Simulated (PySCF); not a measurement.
C2H3Cl3Si. Atoms are numbered in the order given.

```xyz
9

C     -2.5863    -1.0810     0.0000
C     -1.2771    -1.3739     0.0000
Si     0.0535    -0.0949     0.0000
Cl    -0.7596     1.7971     0.0000
Cl     1.2529    -0.2988    -1.6615
Cl     1.2529    -0.2988     1.6615
H     -2.9438    -0.0463     0.0000
H     -3.3510    -1.8646     0.0000
H     -0.9570    -2.4238     0.0000
```
Charge 0, spin multiplicity 1.

Coordinates come from a TPSSh-D3(BJ)/def2-SVP optimisation. One conformer was computed; it need not be the lowest.

The numbers are results of CAM-B3LYP/def2-TZVP run with PySCF, not measurements.

ESP charges are fitted to the potential on shells at 1.4 to 2.0 van der Waals radii. Atomic charges (e):

| atom | Mulliken | ESP fit | IAO | Löwdin |
|---|---|---|---|---|
| C1 | -0.23 | -0.31 | -0.24 | -0.18 |
| C2 | -0.25 | -0.13 | -0.47 | -0.32 |
| Si3 | 0.64 | 0.08 | 1.13 | -0.67 |
| Cl4 | -0.19 | -0.05 | -0.30 | 0.26 |
| Cl5 | -0.20 | -0.06 | -0.30 | 0.25 |
| Cl6 | -0.20 | -0.06 | -0.30 | 0.25 |
| H7 | 0.14 | 0.18 | 0.16 | 0.13 |
| H8 | 0.14 | 0.17 | 0.16 | 0.13 |
| H9 | 0.14 | 0.17 | 0.17 | 0.15 |

### Question
Give the Mayer and Wiberg (Löwdin basis) orders of the bonds. (An estimate is asked for; the answer gives what the named calculation found.)

### Answer

```json
[
 {"bond": "C1–C2", "Mayer": "1.86", "Wiberg": "2.19"},
 {"bond": "C2–Si3", "Mayer": "1.03", "Wiberg": "1.14"},
 {"bond": "Si3–Cl4", "Mayer": "1.19", "Wiberg": "1.80"},
 {"bond": "Si3–Cl5", "Mayer": "1.21", "Wiberg": "1.82"},
 {"bond": "Si3–Cl6", "Mayer": "1.21", "Wiberg": "1.82"},
 {"bond": "C1–H7", "Mayer": "0.96", "Wiberg": "0.89"},
 {"bond": "C1–H8", "Mayer": "0.96", "Wiberg": "0.89"},
 {"bond": "C2–H9", "Mayer": "0.93", "Wiberg": "0.83"}
]
```
